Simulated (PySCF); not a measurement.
Worked example: refractive index and permittivity of the vapour

GaCl, SMILES [Cl][Ga] (connectivity only; charge and spin as stated), neutral, multiplicity 1.

Coordinates come from a PBE-D3(BJ)/def2-TZVP optimisation.

M06-2X/def2-TZVPD in PySCF gives a mean static polarisability of 50.9 bohr³ and a dipole moment of 2.49 D. Take an ideal gas at 298.15 K and 0.1 bar, whether or not the substance is that volatile.

**Question.** Work out n − 1 in the optical limit and the static ε − 1.

**Answer.** 
Polarisability volume α' = 50.9 × 0.148185 = 7.54 Å³. Number density N = p/kT = 2.43e-6 Å⁻³.
Dilute limit of Lorentz–Lorenz: n − 1 = 2π N α' = 0.00012.
Orientation term of Debye: μ²/(3kT) = 8.098 Å³ × μ²(D²) = 50.21 Å³.
ε − 1 = 4π N (α' + μ²/3kT) = 0.0018. Orientation of the dipole supplies 87 % of the static response; it can't follow optical fields. Vibrational polarisation and dispersion are left out.
